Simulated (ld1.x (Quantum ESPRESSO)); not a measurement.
**Transferability test, TM semilocal potential for arsenic**

As (Z = 33), norm-conserving Troullier–Martins (semilocal form), made with ld1.x (Quantum ESPRESSO) 7.5 (PBE, scalar-relativistic). Core [Ar] 3d10, reference 4s2 4p2 (charge +1). Waves: 4s (bound): rc 1.15 bohr; 4p (bound): rc 1.45 bohr; 4d channel at 0.45 Ry: rc 1.45 bohr. Local part: the d channel. Core correction: none.

Energies are relative to the spin-unpolarised reference configuration 4s2 4p2; without spin polarisation the order of configurations can differ from experiment.

| valence configuration | charge | ΔE all-electron (eV) | error AE − PS (meV) |
| --- | --- | --- | --- |
| 4s2 4p3 | 0 | -9.149 | +2.2 |
| 4s2 4p1 | +2 | 17.918 | +0.4 |
| 4s2 4p0 | +3 | 45.621 | +31 |
| 4s1 4p0 | +4 | 96.268 | +191 |
| 4s2 4p2.5 | +0.5 | -5.594 | +1.0 |
| 4s0 4p5 | 0 | 9.907 | +168 |

(1) What are ΔE and the potential's error for 4s2 4p3.3?

Levels in the configuration 4s1 4p0:

| level | all-electron (eV) | pseudo (eV) |
| --- | --- | --- |
| 4s | -56.975 | -56.580 |

Results:

(1) ΔE = -10.383 eV all-electron; the error (AE − PS) is +3.0 meV.
